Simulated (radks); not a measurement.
Results of a calculation; reference values are marked as such.
The copper anion Cu- inside a hard spherical wall (all orbitals vanish at R), configuration held at [Ar] 3d10 4s2 and not refilled when levels cross. Level of theory: scalar-relativistic Kohn-Sham, r2SCAN, spin-unpolarised, spherical densities, finite nucleus; meta-GGA in the generalised Kohn-Sham scheme; Fermi nuclear charge, rms radius 3.8823 fm (a radial shooting solver on a logarithmic mesh with Libxc functionals). Eigenvalues in eV, with the zero of energy where the potential of the charges vanishes at infinity; a dash marks a level that is unbound or too diffuse for the functional's potential to be trusted. A positive occupied level is held by the wall or, in an anion where self-interaction has pushed it up, behind a barrier. The pressure on the wall is -dE/dV.

R (bohr)  E (hartree)  kinetic (hartree)    e(3s)    e(3p)   e(4s)   e(3d)  e(5s, empty)  e(4p, empty)  pressure (GPa)
20        -1655.15742           1679.798  -112.23  -68.099   0.812   1.247         2.933         2.961        < 0.0001
15        -1655.15715           1679.799  -112.18  -68.045   0.857   1.301         3.911         3.467         0.00148
12        -1655.15607           1679.805  -112.04  -67.911   0.967   1.436         5.087         3.918          0.0124
10        -1655.15305           1679.819  -111.80  -67.665   1.171   1.681         6.674         4.468          0.0630
7         -1655.12447           1679.933  -110.57  -66.433   2.265   2.890        13.136         6.580            1.17
6         -1655.08556           1680.074  -109.50  -65.361   3.305   3.926        18.457         8.285            3.82
4         -1654.69195           1681.352  -103.39  -59.288  10.310   9.703        49.203        18.215            74.9
3.5       -1654.32999           1682.474  -99.584  -55.545  15.439  13.290        69.223        24.896             193
